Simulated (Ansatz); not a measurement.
Cost and result up the ladder for the cluster Si₅Se₅ (10 atoms). Total charge 0; singlet. Geometry: PBE-D4/def2-SVP.

```xyz
10

Si   -1.6539    2.0596    2.0220
Si   -0.5420   -2.6212   -0.4427
Si    1.8650    0.7757    0.8248
Si    1.6775    0.0642   -2.5351
Si   -1.1750    0.2878    0.3939
Se   -2.4646   -1.1325   -0.7806
Se    0.3822   -1.1421    1.4391
Se    0.5676    2.2797    2.3742
Se    0.3412    1.4867   -1.0366
Se    1.0018   -2.0581   -2.2589
```

Ansatz on 6 threads of Intel Xeon on a shared host. Times are rough, and most runs start from the orbitals of an earlier one. PBE0-D4/def2-TZVP serves as the yardstick here, not as an exact answer. Differences are given only for rows in sets of like size (and for xTB, whose basis is part of the method), since another set adds its own error. Binding counts from free atoms at the same level (Si triplet, Se triplet; other spins of the atoms weren't run), without zero-point energy or a counterpoise term.

Correlated methods freeze 70 core orbitals; core or outer-core shells of Se are correlated, in sets that lack core-valence functions. The rows differ in basis, and correlated rows in double-zeta sets carry the largest basis error. Another isomer (singlet) lies 0.20 eV lower at PBE0-D4/def2-TZVP; other spin states weren't run for this one.

Correlated methods converge slowly with the basis, most of all in double-zeta sets.

```json
{"level": "HF/STO-3G", "functions": "135", "wall time": "4.3 s", "binding energy per atom (eV)": "2.95", "difference from PBE0-D4/def2-TZVP (eV)": "–"}
{"level": "PBE-D4/def2-SVP", "functions": "250", "wall time": "8 s", "binding energy per atom (eV)": "3.54", "difference from PBE0-D4/def2-TZVP (eV)": "–"}
{"level": "LDA (SPW92)/def2-TZVP", "functions": "425", "wall time": "13 s", "binding energy per atom (eV)": "4.05", "difference from PBE0-D4/def2-TZVP (eV)": "0.64"}
{"level": "PBE0-D4/def2-SVP", "functions": "250", "wall time": "21 s", "binding energy per atom (eV)": "3.37", "difference from PBE0-D4/def2-TZVP (eV)": "–"}
{"level": "PBE-D4/def2-TZVP (with forces)", "functions": "425", "wall time": "21 s", "binding energy per atom (eV)": "3.55", "difference from PBE0-D4/def2-TZVP (eV)": "0.14"}
{"level": "MP2/def2-SVP", "functions": "250", "wall time": "31 s", "binding energy per atom (eV)": "3.02", "difference from PBE0-D4/def2-TZVP (eV)": "–"}
{"level": "r2SCAN-D4/def2-TZVP", "functions": "425", "wall time": "37 s", "binding energy per atom (eV)": "3.39", "difference from PBE0-D4/def2-TZVP (eV)": "-0.02"}
{"level": "PBE0-D4/def2-TZVP", "functions": "425", "wall time": "75 s", "binding energy per atom (eV)": "3.41", "difference from PBE0-D4/def2-TZVP (eV)": "0.00"}
```
